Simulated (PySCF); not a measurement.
# Xe⁺ (xenon, charge +1) across methods

[Kr] 4d10 5s2 5p4 5d1, one real determinant (an excited configuration). Calculation: PySCF 2.14, in aug-cc-pVDZ-PP with ECP28MDF; scalar relativity through the core potential.

```json
{"method": "BLYP", "E (hartree)": "-328.3976", "mean ε 5p α (eV)": "-18.949", "mean ε 5p β (eV)": "-17.583", "mean ε 5d α (eV)": "-5.379", "Σ⟨r²⟩ (bohr²)": "52.59", "⟨S²⟩": "3.751"}
{"method": "M06-2X", "E (hartree)": "-328.3833", "mean ε 5p α (eV)": "-22.141", "mean ε 5p β (eV)": "-20.247", "mean ε 5d α (eV)": "-7.042", "Σ⟨r²⟩ (bohr²)": "52.64", "⟨S²⟩": "3.755"}
{"method": "r2SCANh", "E (hartree)": "-328.5617", "mean ε 5p α (eV)": "-20.382", "mean ε 5p β (eV)": "-18.526", "mean ε 5d α (eV)": "-6.102", "Σ⟨r²⟩ (bohr²)": "52.43", "⟨S²⟩": "3.754"}
{"method": "PBE", "E (hartree)": "-328.4388", "mean ε 5p α (eV)": "-19.265", "mean ε 5p β (eV)": "-17.669", "mean ε 5d α (eV)": "-5.702", "Σ⟨r²⟩ (bohr²)": "52.46", "⟨S²⟩": "3.752"}
{"method": "PBE0", "E (hartree)": "-328.4679", "mean ε 5p α (eV)": "-20.819", "mean ε 5p β (eV)": "-18.987", "mean ε 5d α (eV)": "-6.559", "Σ⟨r²⟩ (bohr²)": "52.43", "⟨S²⟩": "3.753"}
{"method": "LDA", "E (hartree)": "-327.9883", "mean ε 5p α (eV)": "-19.376", "mean ε 5p β (eV)": "-17.858", "mean ε 5d α (eV)": "-5.560", "Σ⟨r²⟩ (bohr²)": "52.53", "⟨S²⟩": "3.751"}
{"method": "HSE06", "E (hartree)": "-328.4643", "mean ε 5p α (eV)": "-20.369", "mean ε 5p β (eV)": "-18.581", "mean ε 5d α (eV)": "-6.161", "Σ⟨r²⟩ (bohr²)": "52.48", "⟨S²⟩": "3.753"}
{"method": "r2SCAN", "E (hartree)": "-328.5708", "mean ε 5p α (eV)": "-19.834", "mean ε 5p β (eV)": "-18.045", "mean ε 5d α (eV)": "-5.780", "Σ⟨r²⟩ (bohr²)": "52.43", "⟨S²⟩": "3.754"}
{"method": "UHF", "E (hartree)": "-327.43341", "mean ε 5p α (eV)": "-24.564", "mean ε 5p β (eV)": "-21.836", "mean ε 5d α (eV)": "-8.576", "Σ⟨r²⟩ (bohr²)": "52.91", "⟨S²⟩": "3.759"}
```

⟨L²⟩ = 8.00 against 12 for a pure F term, so this real determinant mixes terms. Energies and moments cover only the electrons outside the core potential. The outer electron is Rydberg-like, and this basis confines it to a smaller radius and binds it less than a complete one would.
